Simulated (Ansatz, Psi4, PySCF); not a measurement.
Pair of molecules: H2 (SMILES [H][H]) (first 2 atoms) with CH4S (SMILES CS); geometry from B3LYP-D3(BJ)/def2-TZVP, rigid monomers moved along the line of their centres of mass till H1···S4 is 3.48 Å.
(charge 0, multiplicity 1):
```xyz
8

H      0.02958    -0.32953     0.15439
H      0.37830    -0.16103    -0.48325
C      0.84233     0.79028     3.53210
S     -0.79526    -0.00907     3.51572
H      0.84775     1.66450     4.17956
H      1.53523     0.05232     3.93288
H      1.15985     1.06045     2.52701
H     -1.48374     1.03293     3.02204
```

Interaction energies are E(AB) − E(A) − E(B) at the monomers' geometry in the complex; basis-set methods are counterpoise corrected. Rows marked so take none.

Cores are frozen in the correlated methods. Rows in 6-311+G**, 6-31G* carry no dispersion term and start afresh at each structure (6-31G* with six Cartesian d functions).

The values were computed with Ansatz (an electronic-structure program) with Gaussian orbitals; Psi4 for SAPT; PySCF for 6-311+G** rows, 6-31G* rows, the dispersion terms. Each number belongs to the level named beside it.

```tsv
level	interaction energy (kcal/mol)
r2SCAN-D3(BJ)/def2-TZVPPD	-0.48
r2SCAN-D4/def2-TZVPPD	-0.46
B3LYP/6-31G*	-0.07
B3LYP/6-31G* (no counterpoise)	-0.21
B3LYP/6-311+G** (no counterpoise)	-0.14
wB97M-V/def2-TZVPPD	-0.56
CCSD/aug-cc-pV(T+d)Z	-0.50
CCSD(T)/aug-cc-pV(D+d)Z	-0.50
SAPT0/jun-cc-pV(D+d)Z	___
```

What belongs in the gaps?


- SAPT0/jun-cc-pV(D+d)Z, interaction energy (kcal/mol): -0.36
